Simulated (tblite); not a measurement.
Input of a run (GFN2-xTB geometry optimisation, gas phase (tblite 0.8.0)), started from a force field or distance geometry:
```
{"job": {"kind": "relax", "xc": "GFN2-xTB", "basis": "xTB"}, "charge": 0, "multiplicity": 1}
C     -2.993100     0.203300     0.455400
C     -1.860000    -0.786500     0.352300
C     -0.538000    -0.195600    -0.199400
C      0.456500    -1.343800    -0.443700
C      1.738200    -0.927100    -1.153600
Si     2.647800     0.460400    -0.291100
C      1.273600     1.625400     0.211400
C      0.030800     0.906700     0.735500
F      0.322900     0.336300     1.939400
H     -3.171600     0.706400    -0.497900
H     -2.818700     0.964100     1.218600
H     -3.929800    -0.315900     0.732300
H     -1.679700    -1.225500     1.362300
H     -2.177400    -1.613500    -0.290600
H     -0.778100     0.274100    -1.173100
H     -0.026100    -2.132200    -1.024700
H      0.712300    -1.811000     0.531300
H      1.480100    -0.596800    -2.172700
H      2.402700    -1.786800    -1.263700
H      3.373200    -0.061300     0.907700
H      3.611000     1.136900    -1.196800
H      0.997300     2.232600    -0.653200
H      1.655200     2.309300     1.000400
H     -0.740800     1.660200     0.921600
```

Output (eV, eV/Å):
```
step      E/eV     max force
  0    -792.05186    1.217
  1    -792.12003    0.465
  2    -792.13090    0.271
  3    -792.14058    0.225
  4    -792.14817    0.304
  5    -792.15574    0.239
  6    -792.16039    0.184
  7    -792.16356    0.119
  8    -792.16577    0.142
  9    -792.16779    0.134
 10    -792.16956    0.085
 11    -792.17091    0.081
 12    -792.17193    0.079
 13    -792.17282    0.078
 14    -792.17367    0.071
 15    -792.17455    0.098
 16    -792.17551    0.098
 17    -792.17650    0.077
 18    -792.17733    0.073
 19    -792.17798    0.071
 20    -792.17858    0.081
 21    -792.17931    0.077
 22    -792.18020    0.073
 23    -792.18107    0.081
 24    -792.18173    0.053
 25    -792.18224    0.052
 26    -792.18275    0.045
 27    -792.18327    0.055
 28    -792.18373    0.046
 29    -792.18412    0.039
 30    -792.18449    0.042
 31    -792.18482    0.038
 32    -792.18504    0.032
 33    -792.18517    0.023
 34    -792.18529    0.023
 35    -792.18546    0.033
 36    -792.18567    0.042
 37    -792.18586    0.031
 38    -792.18601    0.026
 39    -792.18613    0.021
 40    -792.18626    0.026
 41    -792.18641    0.028
 42    -792.18658    0.027
 43    -792.18674    0.029
 44    -792.18686    0.021
 45    -792.18697    0.021
 46    -792.18707    0.018
 47    -792.18716    0.020
 48    -792.18724    0.023
 49    -792.18732    0.020
 50    -792.18740    0.018
 51    -792.18749    0.023
 52    -792.18760    0.023
 53    -792.18770    0.020
 54    -792.18780    0.021
 55    -792.18790    0.022
 56    -792.18801    0.024
 57    -792.18811    0.027
 58    -792.18821    0.028
 59    -792.18833    0.027
 60    -792.18848    0.026
 61    -792.18865    0.031
 62    -792.18882    0.025
 63    -792.18895    0.027
 64    -792.18906    0.027
 65    -792.18918    0.025
 66    -792.18931    0.027
 67    -792.18942    0.020
 68    -792.18951    0.021
 69    -792.18957    0.020
 70    -792.18964    0.019
 71    -792.18971    0.019
 72    -792.18978    0.021
 73    -792.18988    0.025
 74    -792.19003    0.031
 75    -792.19024    0.033
 76    -792.19047    0.028
 77    -792.19066    0.026
 78    -792.19080    0.026
 79    -792.19090    0.024
 80    -792.19101    0.016
 81    -792.19109    0.016
 82    -792.19116    0.018
 83    -792.19123    0.017
 84    -792.19129    0.026
 85    -792.19137    0.019
 86    -792.19149    0.017
 87    -792.19158    0.019
 88    -792.19164    0.016
 89    -792.19172    0.017
 90    -792.19178    0.017
 91    -792.19184    0.014
 92    -792.19189    0.013
 93    -792.19192    0.012
 94    -792.19196    0.011
 95    -792.19198    0.010
 96    -792.19200    0.010
 97    -792.19202    0.010
```

**Question.** Summarise the run.

**Answer.** The energy falls by 13.5 kJ/mol over 97 L-BFGS steps, the largest force on an atom goes from 1.22 to 0.010 eV/Å, and the atoms move by 0.161 Å rms after alignment. The bond that changes most is Si6–C7 (SiH2 silicon to sp3 carbon bound to silicon), which lengthens by 0.034 Å. Bonds longer at the end by more than 0.005 Å: 4 of 24; shorter: 12. Among the angles that change most is Si6–C7–C8, from 113.4° to 110.4°. Among the dihedrals that turn most is C1–C2–C3–H15, from -55° to -43°. The energy never rose by more than 1e-5 eV on the way. The first step brought 49 % of the lowering.

**Question.** What are the final bond lengths?

**Answer.** C1–C2 1.525 Å, C2–C3 1.537 Å, C3–C4 1.533 Å, C4–C5 1.528 Å, C5–Si6 1.899 Å, Si6–C7 1.904 Å, C7–C8 1.521 Å, C8–F9 1.389 Å, C3–C8 1.534 Å, C1–H10 1.088 Å, C1–H11 1.087 Å, C1–H12 1.088 Å, C2–H13 1.092 Å, C2–H14 1.092 Å, C3–H15 1.096 Å, C4–H16 1.094 Å, C4–H17 1.092 Å, C5–H18 1.092 Å, C5–H19 1.090 Å, Si6–H20 1.464 Å, Si6–H21 1.467 Å, C7–H22 1.090 Å, C7–H23 1.090 Å, C8–H24 1.099 Å. Numbering counts from 1 in the input's order; the species is `F[C@H]1C[SiH2]CC[C@H]1CC`.

The run took 1.6 s on one thread, Arm Neoverse N1 (aarch64) (shared host).

Its GFN2-xTB frequencies are all real (lowest 63 cm⁻¹). One conformer, not necessarily the lowest. 3 starts were optimised and ended at 0.00, 0.04 and 0.68 kcal/mol (GFN2-xTB); the lowest of these is shown.

The numbers are calculated, not measured.
